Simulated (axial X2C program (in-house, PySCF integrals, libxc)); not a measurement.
Results of a calculation; reference values are marked as such.
**GaB⁺: input and output**

Program: an in-house relativistic program for diatomic molecules.

Input:
```json
{"zs": [31, 5], "q": 1, "bas": ["dyall-cv3z", "dyall-v3z"], "levels": ["PBE0", "HF", "TPSSh"], "cc": true, "r0": 2.09, "thr": -2.0, "nmax": 90, "npts": 10, "nst": 2, "ntry": 6}
```
```bash
python so2c.py task.json out
```

Keys: zs atomic numbers; q charge; bas basis sets; levels methods; cc coupled cluster on or off; r0 starting distance in Å; thr threshold in hartree for freezing inner shells (an s shell follows its p shell); nmax most natural virtual spinors; npts points on the curve; nst determinants followed; ntry starts of the search. HF also brings MP2.

Output of the HF step, with spin–orbit coupling, at R = 2.794 Å for the state Ω = 1/2. It starts from PBE0 orbitals of this distance.

```
two-component X2C + atomic mean field  HF
basis functions 150  fitting functions 890  grid points 5084
iter        total energy     max residual
   1      -1965.960469510     1.70e-01
   2      -1965.982674858     1.02e-02
   3      -1965.983759196     1.25e-02
   4      -1965.984335891     1.50e-03
   5      -1965.984446199     8.81e-04
   6      -1965.984484138     4.29e-04
   7      -1965.984493566     1.40e-04
   8      -1965.984494798     5.31e-05
   9      -1965.984495025     3.15e-05
  10      -1965.984495127     2.62e-05
  11      -1965.984495232     2.49e-05
  12      -1965.984495297     2.29e-05
  13      -1965.984495355     1.90e-05
  14      -1965.984495372     1.66e-05
  15      -1965.984495397     1.15e-05
  16      -1965.984495414     5.12e-06
  17      -1965.984495417     3.63e-06
  18      -1965.984495420     2.94e-06
  19      -1965.984495421     2.30e-06
converged
one-electron -2789.87244048  Coulomb 873.27295968  exact exchange -78.09651318  xc functional 0.00000000  nuclear repulsion 29.35664556  atomic mean-field constant -0.64514701
correlated 15  virtual 239  natural virtual 90  E(MP2) -0.572503440  MP2 remainder -0.049512848
iter   CCSD correlation   residual
   1     -0.489925567   1.60e-01
   2     -0.510344272   6.82e-02
   3     -0.512116205   3.20e-02
   4     -0.511897789   9.86e-03
   5     -0.512266104   4.38e-03
   6     -0.512281823   1.98e-03
   7     -0.512263641   7.23e-04
   8     -0.512283747   3.11e-04
   9     -0.512275691   1.35e-04
  10     -0.512277605   5.54e-05
  11     -0.512275766   3.46e-05
  12     -0.512275754   2.54e-05
  13     -0.512275689   1.97e-05
  14     -0.512275753   1.35e-05
  15     -0.512275835   7.05e-06
  16     -0.512275856   3.24e-06
  17     -0.512275867   1.79e-06
(T) -0.012081422  T1 0.0218  D1 0.0595  max T2 0.072
```
Energies are in hartree; totals compare only within one Hamiltonian and basis. T1 in the output is the amplitude norm over the root of the electron number; divide by √2 for the Lee–Taylor value.
